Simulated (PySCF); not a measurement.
PySCF job for Al(Me)3 cation (C₃H₉Al), SMILES [CH3][Al]([CH3])[CH3] (connectivity only; charge and spin as stated), charge +1, multiplicity 2, PBE/pcH-1. Geometry optimised at B3LYP-D3(BJ)/def2-SVP. The multiplicity is an assumed one; no other spin state was optimised. The isomer is the one that the SMILES or the coordinates give; other isomers of the formula were not compared.

```python
import numpy as np
from pyscf import gto, scf, dft
from pyscf.prop.hfc import uks as hfc

mol = gto.M(
    atom='''
    Al   -0.21802005    0.02379727   -0.15043070
    C    -1.27967315   -1.58350756   -0.08807395
    H    -0.76295484   -2.42047615   -0.58774930
    H    -2.23425082   -1.40190757   -0.61273644
    H    -1.50193010   -1.89000519    0.94734002
    C     0.01597652    1.82901418   -0.82264862
    H     0.91515339    1.90909574   -1.45465124
    H     0.09176934    2.56225020   -0.00388472
    H    -0.87732116    2.05657758   -1.43280764
    C     1.59921643   -0.27486036    1.13660503
    H     2.24277624    0.58846445    0.93965460
    H     1.89541546   -1.24497615    0.71492618
    H     1.05248429   -0.29226510    2.09021296
    ''',
    basis='pcH-1',
    charge=1,
    spin=1,
    max_memory=1600,
    verbose=3,
)
mf = dft.UKS(mol, xc='pbe').density_fit(auxbasis='def2-universal-jkfit')
mf.grids.level = 3
mf.conv_tol = 1e-10
mf.max_cycle = 100
mf.kernel()
fine, coarse = mf.grids, dft.Grids(mol).set(level=1).build(with_non0tab=True)
for _ in range(3):  # follow internal instabilities
    mf.grids = coarse
    mo, _, stable, _ = mf.stability(return_status=True, nroots=4)
    mf.grids = fine
    if stable:
        break
    mf.kernel(mf.make_rdm1(mo, mf.mo_occ))
A = hfc.HFC(mf).make_fcdip(mf.make_rdm1())  # Fermi contact and dipolar terms, MHz
print('atom   A(iso)/MHz   principal dipolar parts/MHz')
for i, a in enumerate(A):
    w = np.linalg.eigvalsh((a + a.T) / 2)
    print(f'{mol.atom_symbol(i):2s}{i + 1:3d} {w.mean():12.2f}', (w - w.mean()).round(2))
```

Program output:

```

WARN: HOMO -0.282035934495539 >= LUMO -0.282035934495553

converged SCF energy = -361.546632970867  <S^2> = 0.75276266  2S+1 = 2.0027608
<class 'pyscf.df.df_jk.DFUKS'> wavefunction is stable in the internal stability analysis
atom   A(iso)/MHz   principal dipolar parts/MHz
Al  1       -77.48 [-26.92 -26.36  53.28]
C   2         6.74 [-5.74 -5.6  11.34]
H   3        -3.50 [-3.59 -0.09  3.68]
H   4        35.06 [-3.62 -0.76  4.37]
H   5        -4.10 [-3.81 -0.23  4.04]
C   6        23.97 [-11.97 -11.87  23.84]
H   7        -7.24 [-6.28  0.15  6.13]
H   8        -7.71 [-6.36  0.16  6.2 ]
H   9        56.73 [-6.37 -2.21  8.58]
C  10        56.13 [-60.89 -60.77 121.65]
H  11       -29.67 [-27.69  -2.88  30.57]
H  12       -13.00 [-28.19  -3.09  31.28]
H  13       -14.26 [-28.16  -2.99  31.15]
```

Self-consistency was reached.
